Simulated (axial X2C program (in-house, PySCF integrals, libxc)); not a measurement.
## Which molecule has these constants?

Calculated with an in-house relativistic program for diatomic molecules, spin-free (one-electron X2C) or two-component (2c: spin–orbit coupling with atomic mean-field Coulomb and Gaunt terms, which also bring small scalar terms), in Dyall basis sets with cores contracted in-house; open shells are unrestricted.

A two-component PBE0 calculation in a Dyall 3-zeta basis gave Re = 2.671 Å, ωe = 125.4 cm⁻¹, dipole magnitude 0.54 D, Ω = 1/2.

Question: Which molecule is it?
A. ZnGa
B. ZnB
C. AlZn

Answer: A. The others have AlZn 2.678 Å and 172.5 cm⁻¹ (Ω = 1/2); ZnB 2.207 Å and 327.3 cm⁻¹ (Ω = 1/2).

Each entry is the lowest single determinant of a limited PBE0 search at one distance. De goes to single-determinant-based atoms at the same level (for ions the charge split of lowest energy) and is withheld (n/a) where an atom does not fit its ground term or J level. Main or longest-lived isotopes. One determinant is a doubtful description, or other states lie close, for ZnGa, AlZn; these need not be ground states, and all values refer to the states named. Some light 2c atoms are not at their ground J level, so De misses part of their lowering (0.04 eV or less). The functionals have no current term, which raises determinants with orbital currents. Where the atoms have a lower orbital projection than the molecule, De at mean-field level may be about a tenth of an eV too small.
